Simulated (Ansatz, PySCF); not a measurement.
This Ansatz (a program for electronic structure) input computes a CCSD(T)/cc-pVDZ energy:

Ansatz 0.2 input:
```yaml
crystal:
  periodic: [false, false, false]
  atoms:
    - {symbol: N, position_ang: [-1.08372836, 0.34847019, 0.21841752]}
    - {symbol: C, position_ang: [0.04922519, -0.30284415, 0.14440779]}
    - {symbol: O, position_ang: [1.12873348, -0.05183555, -0.39476997]}
    - {symbol: H, position_ang: [-1.73912049, -0.20754205, 0.76279038]}
basis:
  gaussian:
    orbitals: cc-pVDZ
total_charge: -1
magnetization: {spin_polarized: true, initial_magnetization: 1}
correlation: {method: ccsd_t, electrons: outside_noble_gas}
```

Problem. Write an input for the same energy in PySCF and say what it gives.

Solution. 
```python
from pyscf import gto, scf, mp, cc as ccmod

mol = gto.M(
    atom='''
    N    -1.08372836    0.34847019    0.21841752
    C     0.04922519   -0.30284415    0.14440779
    O     1.12873348   -0.05183555   -0.39476997
    H    -1.73912049   -0.20754205    0.76279038
    ''',
    basis='cc-pvdz',
    charge=-1,
    spin=1,
    verbose=4,
)

mf = scf.UHF(mol)
mf.conv_tol = 1e-10
mf.max_cycle = 100
mf.kernel()
mo, _, stable, _ = mf.stability(return_status=True)
if not stable:
    mf.kernel(mf.make_rdm1(mo, mf.mo_occ))
mp2 = mp.MP2(mf, frozen=3).run()
cc = ccmod.CCSD(mf, frozen=3)
cc.max_cycle = 100
cc.kernel()
et = cc.ccsd_t()
print(f'E(CCSD(T)) = {cc.e_tot + et:.9f}')
```
It gives -168.20487 Eh, and Ansatz -168.20486 Eh, a difference of 0.01 mEh.
